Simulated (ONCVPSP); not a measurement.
Reading a pseudo-wave (magnesium)

Columns: radius, all-electron u(r) and pseudo u(r) of the 2s shell (level -79.83 eV) of magnesium in the configuration [He] 2s2 2p6 3s1.75 3p0.25; LDA (Perdew-Zunger), scalar-relativistic, ONCV scheme, ONCVPSP 4.0.1.

```tsv
r (bohr)	all-electron	pseudo
0.070	-0.5591	0.2406
0.140	-0.2680	0.4693
0.210	0.2059	0.6757
0.280	0.6283	0.8507
0.350	0.9340	0.9885
0.420	1.1219	1.0857
0.490	1.2129	1.1419
0.560	1.2327	1.1602
0.630	1.2030	1.1448
0.700	1.1415	1.1019
0.770	1.0614	1.0385
0.840	0.9720	0.9612
0.910	0.8796	0.8763
0.980	0.7886	0.7889
1.050	0.7017	0.7032
1.120	0.6206	0.6219
1.190	0.5460	0.5468
1.260	0.4783	0.4786
1.330	0.4175	0.4175
1.400	0.3633	0.3633
1.470	0.3153	0.3153
1.540	0.2730	0.2730
1.610	0.2359	0.2359
1.680	0.2035	0.2035
1.750	0.1753	0.1753
1.820	0.1508	0.1508
```

Q: How many radial nodes do the two functions have?

A: The all-electron 2s function has n − l − 1 = 1; the pseudo-wave has 0, since the states of the same l below it are removed with the core.

Q: At about which radius was the pseudo-wave matched?

A: 1.40 bohr. The columns agree to 0.0005 from 1.26 bohr on; several derivatives are matched, so the curves merge somewhat inside the radius.

Q: Is the pseudo-wave norm-conserving?

A: Yes: the ONCV scheme keeps the norm inside the radius equal to the all-electron one, which fixes the energy derivative of the logarithmic derivative at the level.
